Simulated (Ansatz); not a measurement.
input.yaml

```yaml
crystal:
  periodic: [false, false, false]
  atoms:
    - { symbol: B, position_ang: [0.046077, -0.151352, -0.065465] }
    - { symbol: O, position_ang: [-0.042642, 0.260277, 1.259305] }
    - { symbol: H, position_ang: [-0.928153, 0.146812, 1.638746] }
    - { symbol: "N", position_ang: [1.287288, 0.014949, -0.72835] }
    - { symbol: H, position_ang: [1.435138, -0.278423, -1.690268] }
    - { symbol: H, position_ang: [2.096778, 0.427718, -0.272789] }
    - { symbol: O, position_ang: [-1.002949, -0.713203, -0.783909] }
    - { symbol: H, position_ang: [-1.808037, -0.834878, -0.256669] }
basis:
  gaussian: { orbitals: def2-SVP }
hamiltonian:
  xc: pbe
  dispersion: d4
md:
  timestep: 0.5
  n_steps: 90
  ensemble: nve_milne
  temperature: 400.0
  initial_velocities: maxwell_boltzmann
  seed: 343456
```

Command:

```bash
$ ansatz run input.yaml --threads 1 --pin off --max-ram 2048MiB --backend cpu --events-out ev --progress --plain --runs-dir out
```

Hardware: 1 thread of Intel(R) Xeon(R) Platinum 8259CL CPU @ 2.50GHz (Skylake/Cascade Lake) (shared host).

Q: Roughly how long does this run take, and how much memory?

A: 3 min, with a peak of 0.15 GiB, for 91 ionic steps.
